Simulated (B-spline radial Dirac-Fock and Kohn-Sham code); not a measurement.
# Magnetic form factor of the 4d shell of Yb²⁷⁺

System: ytterbium as Yb²⁷⁺ in the configuration [Kr] 4d7.

Input file task.json (cfg lists n, l and occupation; rrms is the nuclear radius in fm):

```json
{"items": [{
  "Z": 70,
  "q": 27,
  "cfg": [[1, 0, 2], [2, 0, 2], [2, 1, 6], [3, 0, 2], [3, 1, 6], [3, 2, 10], [4, 0, 2], [4, 1, 6], [4, 2, 7]],
  "A": 174,
  "rrms": 5.3108,
  "do": ["scatter"],
  "s": [0.0, 0.1, 0.12, 0.14, 0.18, 0.22, 0.26, 0.32, 0.4, 0.49, 0.6, 0.73, 0.9, 1.1, 1.35, 1.66, 2.03, 2.49, 3.05, 3.75, 4.59, 5.63, 6.91],
  "pz": [0, 0.1, 0.2, 0.3, 0.4, 0.5, 0.6, 0.8, 1.0, 1.2, 1.4, 1.6, 1.8, 2.0, 2.5, 3.0, 4.0, 5.0, 7.0, 10.0, 15.0, 20.0, 30.0, 40.0, 60.0, 100.0],
  "hv_scatter": [1000, 2000, 17479.3, 30000, 50000, 100000, 200000, 1000000]
}]}
```

Launch: `python xray_run.py task.json out`

These are calculated numbers from an atomic code on a B-spline grid; the model is relativistic Hartree-Fock (Dirac-Fock) wave functions, averaged over the configuration. ⟨j_K⟩ is the integral of the 4d radial density with the spherical Bessel function j_K(4πsr), s = sin θ/λ.

| s (Å⁻¹) | ⟨j0⟩ | ⟨j2⟩ | ⟨j4⟩ |
| --- | --- | --- | --- |
| 0 | 1.0000 | 0.0000 | 0.0000 |
| 0.1 | 0.9806 | 0.0077 | 0.0000 |
| 0.12 | 0.9722 | 0.0111 | 0.0000 |
| 0.14 | 0.9623 | 0.0150 | 0.0001 |
| 0.18 | 0.9384 | 0.0243 | 0.0002 |
| 0.22 | 0.9093 | 0.0356 | 0.0005 |
| 0.26 | 0.8754 | 0.0486 | 0.0009 |
| 0.32 | 0.8167 | 0.0705 | 0.0020 |
| 0.4 | 0.7271 | 0.1027 | 0.0047 |
| 0.49 | 0.6167 | 0.1397 | 0.0096 |
| 0.6 | 0.4781 | 0.1809 | 0.0192 |
| 0.73 | 0.3243 | 0.2171 | 0.0353 |
| 0.9 | 0.1613 | 0.2362 | 0.0621 |
| 1.1 | 0.0408 | 0.2179 | 0.0946 |
| 1.35 | -0.0137 | 0.1556 | 0.1224 |

Radial moments of the shell: ⟨r²⟩ = 0.2651, ⟨r⁴⟩ = 0.1038, ⟨r⁶⟩ = 0.05457 in powers of bohr.
